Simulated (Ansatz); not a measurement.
F3H3InP, SMILES `[F][In-]([F])([F])[PH3+]`. Total charge 0; spin multiplicity 1. In: def2 effective core potential.

Z-matrix (Å, degrees):
```
In
F 1 1.945
F 1 1.945 2 117.7
F 1 1.945 2 117.8 3 150.6
P 1 2.685 2 98.5 3 -104.6
H 5 1.407 1 117.3 2 0.4
H 5 1.407 1 117.5 2 -119.6
H 5 1.407 1 117.5 2 120.3
```

(1) List the harmonic frequencies (cm⁻¹, unscaled) at PBE0-D4/def2-TZVP in Ansatz. (An estimate is asked.)

(2) Is this a minimum?

## Answers

(1) The calculation gave: 55i, 53, 53, 127, 127, 145, 204, 355, 355, 571, 601, 601, 962, 1112, 1112, 2488, 2513, 2513.

(2) No: 1 imaginary mode, so it is a saddle point.
